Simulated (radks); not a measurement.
The numbers below are computed, except where a source is named.
Q: Successive ionisation energies (eV) of one element, from differences of total energies of ions in their ground configurations, starting at charge 44: 7279.2, 7486.6, 7775.3, 7973.1, 33159, 34005. Code: a radial shooting solver on a logarithmic mesh with Libxc functionals. Model: non-relativistic Kohn-Sham, PBE, spin-polarised, spherical densities, point nucleus; open shells are filled with parallel spins first (spin-orbit coupling, left out, can overturn this in heavy ions); relativity is left out, which matters for an element this heavy. Which element is it?

A: Tin (Z = 50). The first species listed is Sn44+ in [He] 2s2 2p2, the last Sn49+ in 1s1.
